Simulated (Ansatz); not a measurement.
Geometry optimisation, Ansatz, RKS PBE/def2-SVP.

The input (input.yaml):

```yaml
crystal:
  periodic: [false, false, false]
  atoms:
    - { symbol: Cl, position_ang: [-1.8672, -1.4364, 0.1923] }
    - { symbol: C, position_ang: [-1.1947, 0.2152, -0.0343] }
    - { symbol: Ge, position_ang: [0.6202, 0.1898, 0.5695] }
    - { symbol: Se, position_ang: [1.97, -1.3161, -0.7275] }
    - { symbol: H, position_ang: [-1.2144, 0.4889, -1.1248] }
    - { symbol: H, position_ang: [-1.7649, 0.9785, 0.5541] }
    - { symbol: H, position_ang: [3.04476, -2.04439, 0.08207] }
    - { symbol: H, position_ang: [0.7332, -0.2329, 2.0628] }
    - { symbol: H, position_ang: [1.5176, -0.542, -1.9564] }
basis:
  gaussian: { orbitals: def2-SVP }
hamiltonian:
  xc: pbe
relax:
  f_tol: 0.02
  max_steps: 50
```

Command:

```bash
$ ansatz run input.yaml --threads 2 --pin off --max-ram 3072MiB --backend cpu --events-out ev --progress --plain --runs-dir out
```

Problem. Where does it end, and by what steps?

Solution. It converged. After 22 steps the energy has fallen by 3.090 eV; H7 moved furthest, 0.96 Å.

```
step  energy less start (eV)  largest force component (eV/Å)  accepted
   0                  0.0000                           2.394       yes
   1                 -0.7360                           1.685       yes
   2                 -1.4907                           1.508       yes
   3                 -2.0327                           2.120       yes
   4                 -2.4000                           1.985       yes
   5                 -2.8199                           1.647       yes
   6                 -2.9593                           0.517       yes
   7                 -3.0230                           0.515       yes
   8                 -3.0352                           0.273       yes
   9                 -3.0532                           0.153       yes
  10                 -3.0584                           0.073       yes
  11                 -3.0557                           0.141        no
  12                 -3.0607                           0.035       yes
  13                 -3.0662                           0.033       yes
  14                 -3.0672                           0.267       yes
  15                 -3.0715                           0.117       yes
  16                 -3.0796                           0.150       yes
  17                 -3.0774                           0.413        no
  18                 -3.0844                           0.066       yes
  19                 -3.0871                           0.118       yes
  20                 -3.0882                           0.112       yes
  21                 -3.0886                           0.112       yes
  22                 -3.0897                           0.016       yes
```

```xyz
9
Properties=species:S:1:pos:R:3
Cl -1.585 -1.473 -0.188
C -1.037 0.259 -0.033
Ge 0.799 0.605 0.833
Se 1.628 -1.668 -0.353
H -1.085 0.687 -1.055
H -1.800 0.780 0.583
H 3.064 -1.273 -0.494
H 0.492 -0.378 2.077
H 1.368 -1.239 -1.753
```

The run took 62 s on 2 threads of Arm Neoverse V2 (shared host), peak memory 0.26 GiB.
